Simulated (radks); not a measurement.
Values are calculated unless marked as measured or tabulated.
W V, 70 electrons, occupied as [Xe] 4f14 5d2. Code: a radial shooting solver on a logarithmic mesh with Libxc functionals. Model: Dirac Kohn-Sham, PBE, spin-unpolarised, spherical densities, finite nucleus; open shells fill j = l - 1/2 first; Fermi nuclear charge, rms radius 5.3658 fm.

Spin-orbit splittings of the eigenvalues, e(l+1/2) - e(l-1/2), with zeta = 2 splitting/(2l+1) and mean radii in bohr:

| shell | occ. | splitting (eV) | zeta (eV) | <r> j=l-1/2 | <r> j=l+1/2 |
|---|---|---|---|---|---|
| 2p | 6 | 1353 | 901.8 | 0.06365 | 0.07161 |
| 3p | 6 | 292.5 | 195.0 | 0.1905 | 0.2053 |
| 3d | 10 | 63.62 | 25.45 | 0.1797 | 0.1842 |
| 4p | 6 | 67.77 | 45.18 | 0.4546 | 0.4878 |
| 4d | 10 | 12.49 | 4.996 | 0.5047 | 0.5161 |
| 4f | 14 | 2.245 | 0.6414 | 0.6001 | 0.6094 |
| 5p | 6 | 10.20 | 6.801 | 1.159 | 1.251 |
| 5d | 2 | 1.080 | 0.4320 | 1.645 | 1.683 |
